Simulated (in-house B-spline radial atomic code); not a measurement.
Inner levels of mercury as electrons are removed. A shift is the extra binding of the orbital against the neutral atom ([Xe] 4f14 5d10 6s2). The density at the nucleus is averaged over the nuclear charge. Computed with an all-electron radial atomic-structure program (B-spline basis): Dirac-Hartree-Fock, jj configuration that fills j = l - 1/2 first, finite nuclei.

A number in brackets counts the electrons of a j subshell.

```csv
ion,configuration,shift of 3d5/2 (eV),shift of 4d3/2 (eV),shift of 3d3/2 (eV),radius of 3d5/2 (bohr),radius of 4d3/2 (bohr),radius of 3d3/2 (bohr),Σ<r²> (bohr²),change of density at nucleus (bohr⁻³)
Hg7+,[Xe] 4f14 5d3/2(4) 5d5/2(1),108.31,108.18,108.86,0.16705,0.441,0.16222,25.374,-78.75
Hg8+,[Xe] 4f14 5d3/2(4),129.38,129.05,130.09,0.16704,0.4408,0.16221,23.146,-19.27
Hg9+,[Xe] 4f14 5d3/2(3),151.86,150.76,152.43,0.16703,0.44115,0.16221,21.162,51.45
Hg10+,[Xe] 4f14 5d3/2(2),175.23,173.24,175.65,0.16702,0.44103,0.16221,19.328,128.34
Hg11+,[Xe] 4f14 5d3/2(1),199.46,196.45,199.71,0.16701,0.44088,0.16221,17.624,211.22
Hg12+,[Xe] 4f14,224.53,220.37,224.59,0.16699,0.44069,0.1622,16.032,299.93
Hg13+,[Kr] 4d10 4f14 5s2 5p1/2(2) 5p3/2(3),252.46,247.5,252.59,0.16698,0.44022,0.16219,14.782,425.43
Hg14+,[Kr] 4d10 4f14 5s2 5p1/2(2) 5p3/2(2),281.05,275.2,281.26,0.16696,0.43971,0.16217,13.588,555.81
Hg15+,[Kr] 4d10 4f14 5s2 5p1/2(2) 5p3/2(1),310.28,303.45,310.57,0.16694,0.43917,0.16215,12.445,691.01
Hg16+,[Kr] 4d10 4f14 5s2 5p1/2(2),340.15,332.24,340.51,0.16692,0.43859,0.16213,11.35,831.09
Hg17+,[Kr] 4d10 4f14 5s2 5p1/2(1),372.1,362.6,372.4,0.1669,0.43764,0.16211,10.396,835.46
Hg18+,[Kr] 4d10 4f14 5s2,404.72,393.49,404.95,0.16687,0.43666,0.16208,9.4788,836.6
Hg19+,[Kr] 4d10 4f5/2(6) 4f7/2(7) 5s2,453.92,438.21,455.18,0.16681,0.43357,0.16209,9.0176,1111.23
Hg20+,[Kr] 4d10 4f5/2(6) 4f7/2(7) 5s1,488.7,471.23,490.02,0.16678,0.43263,0.16206,8.2169,-837.88
Hg21+,[Kr] 4d10 4f5/2(6) 4f7/2(7),524.08,504.73,525.44,0.16675,0.43166,0.16203,7.442,-2881.26
Hg22+,[Kr] 4d10 4f5/2(6) 4f7/2(6),576.47,551.79,578.97,0.16667,0.4285,0.16202,7.0625,-2750.1
Hg23+,[Kr] 4d10 4f5/2(6) 4f7/2(5),630.4,599.9,634.11,0.16658,0.4253,0.16201,6.7049,-2608.69
Hg24+,[Kr] 4d10 4f5/2(6) 4f7/2(4),685.85,649.02,690.84,0.16648,0.42208,0.16199,6.367,-2456.94
Hg25+,[Kr] 4d10 4f5/2(6) 4f7/2(3),742.77,699.13,749.14,0.16637,0.41886,0.16196,6.0473,-2294.93
Hg26+,[Kr] 4d10 4f5/2(6) 4f7/2(2),801.17,750.21,808.98,0.16626,0.41562,0.16193,5.744,-2122.65
Hg27+,[Kr] 4d10 4f5/2(6) 4f7/2(1),861.01,802.26,870.36,0.16613,0.41239,0.16189,5.4559,-1940.12
```
